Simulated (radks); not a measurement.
Species: Kr+. Configuration: [Ar] 3d10 4s2 4p5.

Method: scalar-relativistic Kohn-Sham, PBEsol, spin-unpolarised, spherical densities, finite nucleus; Fermi nuclear charge, rms radius 4.1629 fm; computed with a radial shooting solver on a logarithmic mesh with Libxc functionals.

Energy parts (Ry):
| part | energy |
|---|---|
| total | -5575.86078 |
| kinetic | 5702.88452 |
| electron-nucleus | -13423.44233 |
| Hartree | 2333.28934 |
| exchange-correlation | -188.59230 |

Orbitals (lengths in bohr, moments of r in powers of bohr; r(max) is where P^2 peaks):
1s: occ. 2; eigenvalue (Ry) -1040.742; <r> 0.04151; <r^2> 0.002321; r(max) 0.02709
2s: occ. 2; eigenvalue (Ry) -137.8187; <r> 0.1836; <r^2> 0.03976; r(max) 0.1543
2p: occ. 6; eigenvalue (Ry) -121.9895; <r> 0.1602; <r^2> 0.03139; r(max) 0.1234
3s: occ. 2; eigenvalue (Ry) -20.24287; <r> 0.5307; <r^2> 0.3238; r(max) 0.4672
3p: occ. 6; eigenvalue (Ry) -15.20374; <r> 0.5408; <r^2> 0.3423; r(max) 0.4633
3d: occ. 10; eigenvalue (Ry) -6.85705; <r> 0.5556; <r^2> 0.3804; r(max) 0.4108
4s: occ. 2; eigenvalue (Ry) -2.49746; <r> 1.537; <r^2> 2.695; r(max) 1.328
4p: occ. 5; eigenvalue (Ry) -1.43661; <r> 1.826; <r^2> 3.861; r(max) 1.518

The highest occupied level is 4p at -19.546 eV. Summed over all electrons, <r^2> = 31.47 bohr^2, which gives a Langevin (diamagnetic) susceptibility term of -24.9 x 10^-6 cm^3/mol. The density falls to 0.001 e/bohr^3 at r = 3.72 bohr.
